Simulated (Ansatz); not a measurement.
One change: `C=[C]([AlH2])[SnH3]` becomes `C=[C](O)[AlH2]`.

Ansatz, PBE0-D4/def2-TZVP geometries, multiplicity 1. Each molecule was computed in one conformer, which needn't be the lowest.

Elements past krypton have def2 core potentials.

```
                                      property  `C=[C]([AlH2])[SnH3]`
          HOMO–LUMO gap (PBE0/def2-TZVPP) / eV                   5.54
           LUMO energy (B3LYP/def2-TZVPP) / eV                  -2.03
       HOMO–LUMO gap (ωB97M-V/def2-TZVPP) / eV                   9.36
size of the dipole moment (PBE/def2-TZVPP) / D                   0.83
            HOMO energy (PBE0/def2-TZVPP) / eV                  -7.36
            LUMO energy (PBE0/def2-TZVPP) / eV                  -1.82
```

Q: Give the same properties after the change, and the shifts. (Estimate.)

A: Computed: 
```
                                      property  `C=[C](O)[AlH2]`  shift
          HOMO–LUMO gap (PBE0/def2-TZVPP) / eV              5.14  -0.40
           LUMO energy (B3LYP/def2-TZVPP) / eV             -1.97   0.06
       HOMO–LUMO gap (ωB97M-V/def2-TZVPP) / eV              9.00  -0.36
size of the dipole moment (PBE/def2-TZVPP) / D              0.92   0.09
            HOMO energy (PBE0/def2-TZVPP) / eV             -6.90   0.46
            LUMO energy (PBE0/def2-TZVPP) / eV             -1.76   0.06
```

With PBE0 the HOMO rises by 0.46 eV and the LUMO rises by 0.06 eV, so the gap narrows by about 0.40 eV. PBE moves the HOMO by 0.50 eV and ωB97M-V by 0.35 eV. Dipoles are sizes alone; their direction can turn.

B3LYP here is the variant with VWN-RPA as its local correlation; programs differ in this.
